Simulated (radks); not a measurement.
Species: the chlorine ion Cl2+. Configuration: [Ne] 3s2 3p3.

Method: scalar-relativistic Kohn-Sham, B86b exchange with PBE correlation, spin-polarised, spherical densities, point nucleus; open shells are filled with parallel spins first; computed with a radial shooting solver on a logarithmic mesh with Libxc functionals.

Energy parts (eV):
part                      energy
total                 -12524.356
kinetic                12582.792
electron-nucleus      -29473.141
Hartree                 5116.412
exchange-correlation    -750.420

Orbitals (lengths in bohr, moments of r in powers of bohr; r(max) is where P^2 peaks):
[
 {"orbital": "1s up", "occ.": "1", "eigenvalue (eV)": "-2780.864", "<r^2>": "0.01113", "r(max)": "0.05946"},
 {"orbital": "1s down", "occ.": "1", "eigenvalue (eV)": "-2780.270", "<r^2>": "0.01113", "r(max)": "0.05945"},
 {"orbital": "2s up", "occ.": "1", "eigenvalue (eV)": "-280.5884", "<r^2>": "0.2341", "r(max)": "0.3614"},
 {"orbital": "2s down", "occ.": "1", "eigenvalue (eV)": "-280.0209", "<r^2>": "0.2337", "r(max)": "0.3616"},
 {"orbital": "2p up", "occ.": "3", "eigenvalue (eV)": "-219.6996", "<r^2>": "0.2058", "r(max)": "0.3012"},
 {"orbital": "2p down", "occ.": "3", "eigenvalue (eV)": "-218.9083", "<r^2>": "0.2054", "r(max)": "0.3016"},
 {"orbital": "3s up", "occ.": "1", "eigenvalue (eV)": "-46.4403", "<r^2>": "2.366", "r(max)": "1.249"},
 {"orbital": "3s down", "occ.": "1", "eigenvalue (eV)": "-42.3645", "<r^2>": "2.412", "r(max)": "1.243"},
 {"orbital": "3p up", "occ.": "3", "eigenvalue (eV)": "-33.1199", "<r^2>": "2.933", "r(max)": "1.346"},
 {"orbital": "3p down", "occ.": "0", "eigenvalue (eV)": "-29.2191", "<r^2>": "3.083", "r(max)": "1.347"}
]

The highest occupied level is 3p up at -33.120 eV. Summed over all electrons, <r^2> = 15.30 bohr^2, which gives a Langevin (diamagnetic) susceptibility term of -12.1 x 10^-6 cm^3/mol. Spin moment in Bohr magnetons: 3.
